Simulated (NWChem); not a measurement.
System: CH3BrMgS; SMILES C[S][Mg][Br]

The following NWChem deck was run.

```
start job
memory heap 200 mb stack 900 mb global 1100 mb
geometry units angstroms noautoz
  Mg     0.660630    -0.178212    -0.002444
  Br     1.194268    -2.468967    -0.002807
  S      0.198362     2.074424    -0.001020
  C     -1.632739     2.161305     0.000464
  H     -2.072621     1.703038    -0.896263
  H     -1.896125     3.227899    -0.000942
  H     -2.071011     1.705337     0.899103
end
basis spherical
  * library def2-svp
end
dft
  xc m06-2x
  iterations 150
  mulliken
end
task dft energy
```

Geometry: optimised at PBE0/def2-SVP.

Question: Give the results of this calculation. (M06-2X/def2-SVP.) Quantities: energy (Ha); highest occupied level (eV); orbital gap (eV); dipole (D).

Answer: 
* **energy (Ha)**: -3211.91
* **highest occupied level (eV)**: -7.90
* **orbital gap (eV)**: 6.76
* **dipole (D)**: 1.80
